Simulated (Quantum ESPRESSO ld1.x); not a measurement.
The aim is neutral silicon in [Ne] 3s2 3p2. This ld1.x (Quantum ESPRESSO 7.5) run was made with `OMP_NUM_THREADS=1 ld1.x < ld1.in > ld1.out`. Can the result be used? Name any fault.

```
 &input
    zed=14.0,
    iswitch=1,
    rel=1,
    dft='PBESOL',
    config='[Ne] 3s2 3p2',
    tr2=1e-1,
    prefix='ld1',
    max_out_wfc=37,
    file_charge='ld1.rho',
 /
```

Output (excerpt):

```
     Program LD1 v.7.5 starts

     --------------------------- All-electron run ----------------------------

     scalar relativistic calculation

     atomic number is 14.00
     dft =PBESOL   lsd =0 sic =0 latt =0  beta=0.20 tr2=1.0E-01
     Exchange-correlation= PBESOL
                           (   1   4  10   8   0   0   0)
     mesh =1907 r(mesh) = 100.37796 a.u. xmin = -8.00 dx = 0.00800
     1 Ry =  13.60569312 eV, c = 137.03599908

     n l     nl                  e(Ry)          e(Ha)          e(eV)
     1 0     1S 1( 2.00)      -130.9441       -65.4720     -1781.5850
     2 0     2S 1( 2.00)       -10.1885        -5.0943      -138.6218
     2 1     2P 1( 6.00)        -6.9744        -3.4872       -94.8921
     3 0     3S 1( 2.00)        -0.7837        -0.3919       -10.6633
     3 1     3P 1( 2.00)        -0.2927        -0.1463        -3.9822

     final scf error:  5.4E-02 reached in   6 iterations

     Etot =    -577.831485 Ry,    -288.915742 Ha,   -7861.797855 eV

     Ekin =     580.279500 Ry,     290.139750 Ha,    7895.104803 eV
     Encl =   -1381.741765 Ry,    -690.870883 Ha,  -18799.554436 eV
     Eh   =     263.783159 Ry,     131.891580 Ha,    3588.952718 eV
     Exc  =     -40.152379 Ry,     -20.076189 Ha,    -546.300940 eV
```

Answer. No (inaccurate). The line at issue: tr2=1e-1. The cycle stops early, after 6 iterations, and the energy is off by +0.383 hartree against the sound run. The sound input gives -289.299 hartree.
